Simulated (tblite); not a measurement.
Compound: C₃H₄ClFSi.
SMILES: `FC1=C[SiH2][C@@H]1Cl`

Level: GFN2-xTB in tblite, geometry and Hessian alike; calculated harmonic values, unscaled, isolated species. Errors from tens to a few hundred cm⁻¹ against measured bands are possible. Modes of hydrogen on silicon can be 10 to 20 % off.

Harmonic wavenumbers (cm⁻¹): 113.6, 163.3, 204.3, 376.2, 438.4, 472.3, 489.0, 539.7, 605.5, 639.7, 742.5, 751.2, 798.3, 820.7, 927.3, 1062.1, 1100.2, 1169.5, 1249.5, 1633.4, 2297.2, 2335.1, 2969.2, 3121.0.

A = 2706, B = 2289, C = 1336 MHz; mass 121.975 u (most abundant isotopes); point group C1, symmetry number 1.

Task: What is the zero-point energy?

Result: ½Σν̃ = 12510 cm⁻¹ = 149.65 kJ/mol.

Task: Entropy at 350 K, 1 bar (ideal gas, RRHO, classical rotation)?

Result: Translation 172.10, rotation 119.38, vibration 71.05: S = 362.5 J/(mol K).

Task: And Cp and H(350 K) − H(0)?

Result: Cp = 123.46 J/(mol K), of which vibrations give 90.21 (their classical limit is 24 R = 199.5); H(350 K) − H(0) = 26.35 kJ/mol without the zero-point energy, 14.71 from vibrations.

Task: Which modes carry the vibrational entropy at 350 K?

Result: 113.6 cm⁻¹: 14.72; 163.3 cm⁻¹: 11.78; 204.3 cm⁻¹: 10.01; 376.2 cm⁻¹: 5.47; 438.4 cm⁻¹: 4.46; 472.3 cm⁻¹: 3.99 J/(mol K); the other 18 give 20.62 together.

Task: How do the functions run with temperature in this model?

Result: 
| T (K) | S (J/(mol K)) | Cp (J/(mol K)) | H − H(0) (kJ/mol) | G − H(0) (kJ/mol) | ln q(vib) |
| --- | --- | --- | --- | --- | --- |
| 100 | 260.2 | 52.5 | 4.04 | -21.97 | 0.38 |
| 200 | 305.4 | 82.3 | 10.74 | -50.34 | 1.45 |
| 300 | 344.4 | 111.4 | 20.47 | -82.86 | 2.78 |
| 500 | 411.5 | 150.7 | 47.06 | -158.68 | 5.69 |
| 800 | 489.9 | 181.8 | 97.47 | -294.45 | 9.90 |
| 1000 | 531.9 | 194.1 | 135.12 | -396.73 | 12.46 |

q(vib) and H(0) count from the zero-point level.

Task: Blend soft modes into free rotors: weight 1/[1 + (100 cm⁻¹/ν̃)⁴] for the oscillator and the rest for a rotor with moment μB/(μ + B), μ = h/(8π²ν), B = 10⁻⁴⁴ kg m². What vibrational entropy results?

Result: 69.92 J/(mol K) in place of 71.05, which changes −T·S at 350 K by +0.39 kJ/mol.

Task: What must be added to the electronic energy to get the Gibbs energy at 350 K and 1 bar?

Result: ZPE + [H(350 K) − H(0)] − T·S = 149.65 + 26.35 − 126.88 = 49.12 kJ/mol.

Hindered rotation and anharmonicity are outside this model. The structure is chiral; the term R ln 2 for an equal mix with its mirror image is left out.
